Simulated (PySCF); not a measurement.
A structure optimised at B3LYP-D3(BJ)/def2-SVP, used in a PySCF frequency run:

```xyz
4

Si    -0.4349    -0.4192     0.0000
F     -1.1418     0.2410     1.2961
F     -1.1418     0.2410    -1.2961
Cl     1.5671     0.0901     0.0000
```
Charge 0, spin multiplicity 2.

### Question
Write its SMILES, formula and point group.

### Answer
F[Si](F)Cl, ClF2Si, Cs

### Question
What are its rotational constants (standard atomic weights)?

### Answer
7.0919, 3.3844, 2.4565 GHz
